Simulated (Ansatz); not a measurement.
Ansatz (a first-principles code) input (SVWN5/6-31G*):

Ansatz 0.2 input:
```yaml
crystal:
  periodic: [false, false, false]
  atoms:
    - {symbol: F, position_ang: [1.38852700, 1.07823900, 0.16063700]}
    - {symbol: C, position_ang: [0.64654500, -0.03593700, 0.05689500]}
    - {symbol: C, position_ang: [-0.66035800, 0.02164000, -0.05861200]}
    - {symbol: F, position_ang: [-1.51423400, -0.96205600, -0.16806600]}
    - {symbol: H, position_ang: [1.21423800, -0.95985300, 0.07715600]}
basis:
  gaussian:
    orbitals: 6-31G*
hamiltonian:
  xc: {name: SVWN5}
magnetization: {spin_polarized: true, initial_magnetization: 1}
output: {forces: true}
```

Output:

```
Functional definition: SVWN5
integrals: 0.01 GiB planned
622 factors; their error is unknown
mean field: 0.14 GiB planned
mean field evaluation 1: about -7463.8937 eV, gradient 2.3e1 eV
mean field evaluation 2: about -7461.1226 eV, gradient 3.3e1 eV
mean field evaluation 4: about -7466.3365 eV, gradient 2.1e0 eV
mean field evaluation 8: about -7466.3561 eV, gradient 1.2e-1 eV
mean field evaluation 16: about -7466.3063 eV, gradient 5.0e-5 eV
mean field -7466.30631383 eV, -274.3816961892 hartree, gradient 5.0e-5 eV, S^2 0.756569; 3 other end points of the search recorded, 0 dependent functions left out
the calculation of the forces begins
reference -7466.30632662 eV, -274.3816966592 hartree; 16, 15 occupied and 46, 47 virtual orbitals, 622 factors
Total energy: -7466.30632662 eV, -274.3816966592 hartree
Atom 0 at     1.388527     1.078239     0.160637 Å, force    -0.201059    -0.367802    -0.030304 eV/Å
Atom 1 at     0.646545    -0.035937     0.056895 Å, force     0.468020     0.852915     0.070433 eV/Å
Atom 2 at    -0.660358     0.021640    -0.058612 Å, force    -0.757711    -0.191240    -0.074443 eV/Å
Atom 3 at    -1.514234    -0.962056    -0.168066 Å, force     0.181045     0.194854     0.022751 eV/Å
Atom 4 at     1.214238    -0.959853     0.077156 Å, force     0.309705    -0.488727     0.011563 eV/Å
Dipole moment:     0.027597    -0.237692    -0.005430 e Å
```

The geometry given is a B3LYP-D3(BJ)/def2-TZVP minimum.
